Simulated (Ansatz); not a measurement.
Wavefunction ladder for `C=C1O[SiH2]O1`

Cartesian coordinates in Å:
```
C -1.1031 0.5086 -1.3868
C -0.3141 0.1449 -0.3948
O -0.4237 -0.9674 0.4166
Si 0.9589 -0.4421 1.2055
O 0.8146 0.7873 0.0752
H -1.9566 -0.1005 -1.6416
H -0.8891 1.4124 -1.9360
H 2.1454 -1.3099 1.0486
H 0.7677 -0.0333 2.6133
```

Charge 0, multiplicity 1. The geometry is a stationary point of PBE0-D4/def2-TZVP. Frozen core, restricted reference, Ansatz 0.2.0. CBS rows extrapolate triple and quadruple zeta; past MP2 they add the triple-zeta difference.

| basis | HF (Eh) | MP2 corr. |
| --- | --- | --- |
| def2-SVP | -516.47027 | -0.71088 |
| def2-TZVPP | -516.86169 | -0.89193 |
| def2-QZVPP | -516.88159 | -0.95902 |

Estimate the CCSD correlation energy and the (T) correction in each basis where they were run (hartree).


```json
{"basis": "def2-SVP", "CCSD corr.": "-0.74504", "(T)": "-0.02303"}
{"basis": "def2-TZVPP", "CCSD corr.": "-0.91575", "(T)": "-0.03891"}
{"basis": "CBS(def2)", "CCSD corr.": "-1.03253", "(T)": "as TZ"}
```
